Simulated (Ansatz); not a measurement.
Geometry optimisation, RKS PBE/def2-SVP in Ansatz 0.2.0.

Input file:

```yaml
crystal:
  periodic: [false, false, false]
  atoms:
    - { symbol: Si, position_ang: [0.0, 0.0, 0.0] }
    - { symbol: Cl, position_ang: [0.0, 0.0, 2.13] }
    - { symbol: "N", position_ang: [1.7163, 0.0, -0.6061] }
    - { symbol: H, position_ang: [2.2145, -0.918, -0.7868] }
    - { symbol: H, position_ang: [2.2175, 0.918, -0.7783] }
    - { symbol: Si, position_ang: [-1.0456, 1.8115, -0.7393] }
    - { symbol: H, position_ang: [-2.4302, 1.478, -1.0607] }
    - { symbol: H, position_ang: [-1.0215, 2.8436, 0.2931] }
    - { symbol: H, position_ang: [-0.3743, 2.3069, -1.9374] }
    - { symbol: "N", position_ang: [-0.8572, -1.4851, -0.6061] }
    - { symbol: H, position_ang: [-1.3922, -2.1014, 0.0704] }
    - { symbol: H, position_ang: [-0.8219, -1.7344, -1.6357] }
basis:
  gaussian: { orbitals: def2-SVP }
hamiltonian:
  xc: pbe
relax:
  f_tol: 0.02
  max_steps: 40
```

Command:

```bash
$ ansatz run input.yaml --threads 2 --pin off --max-ram 3072MiB --backend cpu --events-out ev --progress --plain --runs-dir out
```

Problem. Where does it end, and by what steps?

Solution. The forces met the threshold. After 13 steps the energy has fallen by 0.776 eV; H7 moved furthest, 0.88 Å.

```tsv
step	energy less start (eV)	largest force component (eV/Å)	accepted
0	0.0000	2.750	yes
1	-0.5703	1.413	yes
2	-0.7004	0.710	yes
3	-0.7182	0.258	yes
4	-0.7370	0.128	yes
5	-0.7515	0.140	yes
6	-0.7542	0.335	yes
7	-0.7637	0.118	yes
8	-0.7666	0.128	yes
9	-0.7696	0.319	yes
10	-0.7730	0.123	yes
11	-0.7754	0.058	yes
12	-0.7757	0.024	yes
13	-0.7757	0.015	yes
```

```xyz
12
Properties=species:S:1:pos:R:3
Si 0.009 -0.109 -0.097
Cl -0.355 -0.219 1.988
N 1.662 -0.008 -0.596
H 2.272 -0.811 -0.411
H 2.171 0.873 -0.490
Si -1.067 1.884 -0.750
H -2.495 1.863 -0.274
H -0.388 3.094 -0.156
H -1.076 2.047 -2.250
N -0.571 -1.637 -0.683
H -1.401 -2.044 -0.246
H -0.557 -1.813 -1.691
```

Whether the end is a true minimum wasn't checked by a vibrational analysis.

The run took 62 s on 2 threads of Intel(R) Xeon(R) Platinum 8259CL CPU @ 2.50GHz (Skylake/Cascade Lake), on a shared host, peak memory 0.17 GiB.
